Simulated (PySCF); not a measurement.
Two-component Hartree-Fock for Cu¹⁷⁺ (copper, charge +17)

Start: [Ne] 3s2. Calculated with PySCF 2.14 in an even-tempered Gaussian basis (19 s from 0.54 bohr⁻², ratio 2.6; 13 p from 0.7 bohr⁻², ratio 2.6; 7 d from 0.72 bohr⁻², ratio 2.8; 4 f from 12 bohr⁻², ratio 2.8): generalised Hartree-Fock with the X2C-1e Hamiltonian and a Gaussian nucleus; spin-orbit coupling (SO) screened by Boettger's factors.

```
spinor shell  electrons  ε, screened SO (eV)  weight of nominal j (screened SO)  rms radius, screened SO (bohr)
       1s1/2          2              -9692.8                              1.000                          0.0601
       2s1/2          2              -1750.8                              1.000                           0.250
       2p1/2          2              -1608.2                              1.000                           0.222
       3s1/2          2              -628.79                              1.000                           0.630
```

Q: Where does 2p3/2 lie, and what is the 2p spin-orbit splitting (screened SO)?

A: At -1586.6 eV, 21.510 eV above 2p1/2.

```csv
quantity,screened SO
E (hartree),-1504.69487
M_J,0
⟨J²⟩,0.000
⟨L²⟩,0.001
⟨S²⟩,0.001
```
